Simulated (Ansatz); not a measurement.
One change: `C#CB(C)C` becomes `C[B](C)[GeH3]`.

Ansatz, PBE0-D4/def2-TZVP geometries, multiplicity 1. 

Scalar relativity is left out up to krypton.

| property | `C#CB(C)C` |
| --- | --- |
| HOMO–LUMO gap (PBE0/def2-TZVPP) / eV | 6.36 |
| HOMO energy (B3LYP/def2-TZVPP) / eV | -7.55 |
| HOMO–LUMO gap (B3LYP/def2-TZVPP) / eV | 5.94 |
| LUMO energy (B3LYP/def2-TZVPP) / eV | -1.61 |
| LUMO energy (PBE0/def2-TZVPP) / eV | -1.41 |
| LUMO energy (PBE/def2-TZVPP) / eV | -2.36 |

(1) Give the same properties after the change, and the shifts. (Estimate.)

Answers

(1) Ansatz gave: 
| property | `C[B](C)[GeH3]` | shift |
| --- | --- | --- |
| HOMO–LUMO gap (PBE0/def2-TZVPP) / eV | 6.29 | -0.07 |
| HOMO energy (B3LYP/def2-TZVPP) / eV | -7.36 | 0.19 |
| HOMO–LUMO gap (B3LYP/def2-TZVPP) / eV | 5.92 | -0.02 |
| LUMO energy (B3LYP/def2-TZVPP) / eV | -1.44 | 0.17 |
| LUMO energy (PBE0/def2-TZVPP) / eV | -1.24 | 0.17 |
| LUMO energy (PBE/def2-TZVPP) / eV | -2.20 | 0.16 |

With PBE0 the HOMO rises by 0.24 eV and the LUMO rises by 0.17 eV, so the gap narrows by about 0.07 eV. PBE moves the HOMO by 0.17 eV and ωB97M-V by 0.37 eV.

B3LYP here is the variant with VWN-RPA as its local correlation; programs differ in this.
